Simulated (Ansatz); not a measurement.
Ansatz results at the PBE0-D4/def2-TZVP geometry: ideal-gas entropy at 298 K and 1 bar (rigid rotor, harmonic PBE0-D4/def2-TZVP) 311 J/(mol·K); size of the dipole moment (ωB97M-V/def2-TZVPP) 2.36 D; size of the dipole moment (PBE/def2-TZVPP) 2.35 D.

Each molecule was computed in one conformer, which needn't be the lowest.

(1) Which molecule gave them?
A. `O[Si](O)[SiH3]`•
B. `[SH][Ga][Cl]`•
C. `N[Si](O)Cl`•
D. `CO[B]Cl`•

## Answers

(1) D. The others give `[SH][Ga][Cl]`•: 319, 1.11, 0.90; `O[Si](O)[SiH3]`•: 355, 1.77, 1.73; `N[Si](O)Cl`•: 328, 1.99, 1.89.
